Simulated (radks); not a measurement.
The numbers below are computed, except where a source is named.
Task: Coulomb parameter of the 4f shell of the erbium ion Er+ in the model configuration [Xe] 4f12 6s1, as a second difference U = [E(n + 0.5) + E(n - 0.5) - 2 E(n)] / (0.5)^2 with all orbitals relaxed. "Bare": the charge of the atom changes with n. "Screened": the 6s shell takes up the change at fixed total charge, which measures U(4f,4f) + U(6s,6s) - 2 U(4f,6s). Level of theory: scalar-relativistic Kohn-Sham, PBE, spin-unpolarised, spherical densities, point nucleus (a radial shooting solver on a logarithmic mesh with Libxc functionals). Estimate both.

Result: U(bare) = 14.706 eV, U(screened by 6s) = 5.964 eV, against the Slater integral F0(4f,4f) = 31.351 eV with frozen orbitals.
